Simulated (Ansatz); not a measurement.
Compare A (`F[SiH]1C[N]1[GeH3]`) with its isomer B (`F[SiH]1C[NH][GeH2]1`).

Gas-phase electronic energies from Ansatz, PBE0-D4/def2-TZVP geometries. CBS: MP2 limit from def2 TZ/QZ plus the TZ coupled-cluster correction, frozen cores. DFT in def2-TZVPP. B3LYP here is the variant with VWN-RPA as its local correlation; programs differ in this. For Ge outer-core shells are correlated without core-valence functions, which leaves a few kJ/mol of doubt a bond. Scalar relativity is left out up to krypton.

**Question.** Which is lower in electronic energy at CCSD(T)/CBS, and by how much? (An estimate is asked.)

**Answer.** Ansatz gave: B, by 5.2 kcal/mol.

**Question.** Give E(B) − E(A) in kcal/mol with CCSD/def2-TZVPP, HF/def2-TZVPP, ωB97M-V, CCSD(T)/def2-TZVPP, PBE0-D4, MP2/def2-TZVPP, B3LYP-D4. (Estimate.)

**Answer.** Computed: CCSD/def2-TZVPP -3.8, HF/def2-TZVPP -0.7, ωB97M-V -4.8, CCSD(T)/def2-TZVPP -4.1, PBE0-D4 -7.3, MP2/def2-TZVPP -3.1, B3LYP-D4 -4.6. None reverses the order clearly.

Largest T1 diagnostic: 0.012.

In def2-TZVPP, CCSD(T) changes the Hartree–Fock value by −3.4 kcal/mol (the triples alone add −0.3 kcal/mol) and MP2 by −2.4 kcal/mol.
